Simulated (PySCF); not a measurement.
# Reading the logs of faulty runs: AlB2H4N

Calculated results; nothing here was measured. The program is PySCF 2.14.0, an open-source quantum chemistry code, run on an isolated molecule that a program drew, which may never have been made. The molecule is AlB2H4N (charge 0, singlet), drawn as the SMILES string `B[BH][Al]=[NH]`.

Each row is a Hartree-Fock (HF) and frozen-core CCSD(T) single point in the cc-pV(D+d)Z basis, meant for a local HF minimum. Run 1 is clean. Each other run has one planted mistake out of seven kinds, and not every kind appears here: one electron removed, one electron added, multiplicity raised by two, geometry at a saddle point, minimal basis STO-3G, one bond length entered in bohr, all coordinates scaled. The reference is restricted for singlets and unrestricted otherwise, and also for a bond in bohr. Adding or removing an electron swaps singlet and doublet. Electrons count all cores. HOMO and LUMO are orbital energies over both spins, the gradient is its largest component, and the lowest frequency (negative if imaginary) is given only where the gradient is small. Bond lengths are over the 7 bonds as drawn. T1 is the CCSD diagnostic: over 0.02 (restricted) or 0.045 (unrestricted) a single reference is doubtful.

Geometry of the clean run:
```xyz
8
AlB2H4N, angstrom
B    -1.5040    0.8376    0.7380
B    -2.0885   -0.4358   -0.1608
Al   -1.1095   -1.0545   -1.9618
N    -0.3481   -1.4851   -3.2991
H    -1.8573    1.9660    0.5202
H    -0.6879    0.6648    1.6037
H    -3.0679   -1.0538    0.1546
H     0.1053   -1.7718   -4.1319
```

```
run  electrons  basis functions  <S^2>  HOMO (eV)  LUMO (eV)  gradient (hartree/bohr)  lowest frequency (cm^-1)  mean bond (Å)  longest bond (Å)      T1  HF (hartree)  CCSD(T) (hartree)               mistake
  1         34               85  0.000      -8.87       0.40                  1.5e-05                        93         1.4284             2.141  0.0277    -347.96497         -348.41429              no fault
  2         33               85  0.759     -16.19      -5.31                  7.4e-02                         -         1.4284             2.141  0.0166    -347.73044         -348.11524  one electron removed
  3         34               85  0.812      -8.84       0.02                  8.5e-03                         -         1.6400             3.146  0.0526    -347.83669         -348.26977                     ?
  4         34               28  0.000      -4.53       6.07                  1.0e-01                         -         1.4284             2.141  0.0396    -343.65397         -343.88293                     ?
```

**Which mistake was planted in run 3, and what did it cost?**

The mean bond changes by a factor of 1.148 and the longest by 1.469, so the molecule wasn't scaled as a whole. A length L in bohr read as angstrom grows by (1/0.5292 - 1) L = 0.890 L. The 7 bonds together grew by 7 x 0.2116 = 1.481 Å, which gives L = 1.665 Å. That is bond B1-B2, 1.665 Å in the clean geometry. So the mistake is: one bond length entered in bohr. Subtracting run 1 and multiplying by 627.51 kcal/mol a hartree, the energy moved by 80.5 kcal/mol in HF and 90.7 kcal/mol in CCSD(T).

**Which mistake was planted in run 4, and what did it cost?**

It has 28 basis functions where the clean run has 85, with the same electrons and geometry. So the mistake is: minimal basis STO-3G. Subtracting run 1 and multiplying by 627.51 kcal/mol a hartree, the energy moved by 2705.2 kcal/mol in HF and 2843.5 kcal/mol in CCSD(T).

Cautions from the logs. Run 1: T1 is over the limit, so its CCSD(T) energy is less reliable; run 3: T1 is over the limit, so its CCSD(T) energy is less reliable; run 4: T1 is over the limit, so its CCSD(T) energy is less reliable.
